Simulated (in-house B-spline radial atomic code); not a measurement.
## BHandHLYP excitations of Se4+

Method: BHandHLYP. Computed with an all-electron radial atomic-structure program (B-spline basis): linear response of the closed shell [Ar] 3d10 4s2 with the functional's adiabatic kernel; scalar-relativistic (spin-free one-electron X2C), finite nucleus, no spin-orbit coupling, no double excitations, S, P, D and F terms only; shells from n = 2 respond. Only terms of natural parity with L up to 3 were computed.

Command:
```bash
python run_td.py task.json out
```
Settings (radii: box in bohr, nucleus in fm):
```
Z                        34
electrons                30
configuration            [Ar] 3d10 4s2
hamiltonian              x2c
method                   bhandhlyp
box_radius               19.1
rms_radius               4.14
intervals                72
```

Time taken, with all properties: 0.8 s on 1 thread of Intel(R) Xeon(R) 6975P-C (Granite Rapids), with other jobs on the host.

The lowest states, in the order of their Tamm-Dancoff energies; the method's threshold (minus the highest occupied level) is 64.35 eV. Labels give the largest channel, * marks a mixed state, and oscillator strengths are full-response dipole values. Semilocal kernels can invert the small singlet-triplet splittings of Rydberg terms. Energies in eV:

| state | full response | Tamm-Dancoff | oscillator strength |
| --- | --- | --- | --- |
| 4s → 4p 3P | 11.048 | 11.296 | - |
| 4s → 4p 1P | 16.377 | 16.957 | 1.62 |
| 4s → 4d 3D | 31.04 | 31.07 | - |
| 4s → 4d 1D | 32.72 | 32.75 | - |
| 4s → 5s 3S | 34.96 | 34.97 | - |
| 4s → 5s 1S | 36.03 | 36.07 | - |
| 4s → 5p 3P | 39.77 | 39.78 | - |
| 4s → 5p 1P | 40.27 | 40.32 | 0.0413 |
| 4s → 4f 3F | 44.45 | 44.45 | - |
| 4s → 4f 1F | ? | ? | - |
| 4s → 5d 3D | 46.71 | 46.72 | - |
| 4s → 5d 1D | ? | ? | - |
| 4s → 6s 3S | 47.97 | 47.97 | - |
| 4s → 6s 1S | 48.31 | 48.32 | - |
| 4s → 6p 3P | 50.03 | 50.03 | - |
| 4s → 6p 1P | 50.22 | 50.24 | 0.0245 |

(1) Where does 4s → 5d 1D lie?

(2) Where does 4s → 4f 1F lie?

(3) How large is the singlet-triplet splitting of 4s → 4p (P terms) in Tamm-Dancoff?

(4) What polarisabilities and dispersion coefficient does the method give?

Answers

(1) At 47.05 eV in full response, 47.06 eV in Tamm-Dancoff.

(2) At 44.88 eV in full response, 44.88 eV in Tamm-Dancoff.

(3) 5.66 eV, from the unrounded values.

(4) Dipole 4.951 bohr³, quadrupole 8.045 bohr⁵, C6 13.07 hartree·bohr⁶ for two such species.
